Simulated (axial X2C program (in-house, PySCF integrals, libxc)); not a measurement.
## Spin–orbit effects down a group: molecules with Cs (ions), PBE0

Computed with an in-house relativistic program for diatomic molecules, spin-free (one-electron X2C) or two-component (2c: spin–orbit coupling with atomic mean-field Coulomb and Gaunt terms, which also bring small scalar terms), in Dyall basis sets with cores contracted in-house; open shells are unrestricted.

Basis sets: Cs dyall-cv3z, H dyall-v3z, Li dyall-cv3z, Na dyall-cv3z.

```json
{"molecule": "CsH⁺", "spin-free state": "M_S = 1/2, Λ = 0", "Re (Å)": "3.506", "ωe (cm⁻¹)": "163.9", "De (eV)": "0.03", "2c state": "Ω = 1/2", "Re 2c (Å)": "3.505", "ωe 2c (cm⁻¹)": "164.1", "De 2c (eV)": "0.03"}
{"molecule": "LiCs⁺", "spin-free state": "M_S = 1/2, Λ = 0", "Re (Å)": "4.247", "ωe (cm⁻¹)": "120.4", "De (eV)": "0.40", "2c state": "Ω = 1/2", "Re 2c (Å)": "4.245", "ωe 2c (cm⁻¹)": "120.5", "De 2c (eV)": "0.40"}
{"molecule": "NaCs⁺", "spin-free state": "M_S = 1/2, Λ = 0", "Re (Å)": "4.483", "ωe (cm⁻¹)": "65.3", "De (eV)": "0.41", "2c state": "Ω = 1/2", "Re 2c (Å)": "4.481", "ωe 2c (cm⁻¹)": "65.4", "De 2c (eV)": "0.41"}
```

(1) Work out the shifts from the spin-free to the two-component result.

Fragments in 2c: Cs+ + H, Cs+ + Li, Cs+ + Na. Each entry is the lowest single determinant of a limited PBE0 search at one distance. De goes to single-determinant-based atoms at the same level (for ions the charge split of lowest energy) and is withheld (n/a) where an atom does not fit its ground term or J level. Main or longest-lived isotopes.

## Answers

(1) 

| molecule | 2c state | ΔRe (Å) | Δωe (cm⁻¹) | ΔDe (eV) |
| --- | --- | --- | --- | --- |
| CsH⁺ | Ω = 1/2 | -0.001 | 0.2 | 0.00 |
| LiCs⁺ | Ω = 1/2 | -0.002 | 0.1 | 0.00 |
| NaCs⁺ | Ω = 1/2 | -0.002 | 0.1 | 0.00 |

Shifts of one unit in the last digit are rounding.
